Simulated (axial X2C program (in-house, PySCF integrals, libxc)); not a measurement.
A run on RuF⁺ without results

A two-component calculation with an in-house all-electron X2C program for linear molecules (integrals from PySCF).

Input and command:
```json
{"zs": [44, 9], "q": 1, "bas": ["dyall-acv3z", "dyall-av3z"], "r0": 1.89, "eom": "ee", "thr": -2.0, "nmax": 88}
```
```bash
python soeom.py task.json out
```

Keys: zs atomic numbers; q charge; bas basis sets; r0 starting distance in Å; eom kind of EOM run; thr threshold in hartree for freezing inner shells (an s shell follows its p shell); nmax most natural virtual spinors.

Outcome:

The PBE0 distance search ended without bracketing a minimum (an unconverged step or the end of its range); this says nothing on whether the molecule is bound.
